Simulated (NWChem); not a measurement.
Species: MgCl2; SMILES [Mg]([Cl])[Cl]

Results from NWChem. Pople sets run with spherical d functions. The geometry was optimised at PBE0/def2-SVP. Static field.

Q: Order these runs by computing time, cheapest first, and give rough ratios: Hartree-Fock/def2-TZVPD; Hartree-Fock/6-31+G*; Hartree-Fock/def2-SVP; Hartree-Fock/aug-cc-pVTZ.

A: Hartree-Fock/def2-SVP (1), Hartree-Fock/6-31+G* (4), Hartree-Fock/def2-TZVPD (10), Hartree-Fock/aug-cc-pVTZ (100). Ratios are rough, from one shared machine; the cheapest took around 5 core-seconds (rough). What differs between the cheapest and the dearest: isotropic polarisability (bohr³) 31.6 → 44.3; anisotropy (bohr³) 14.4 → 13.2.
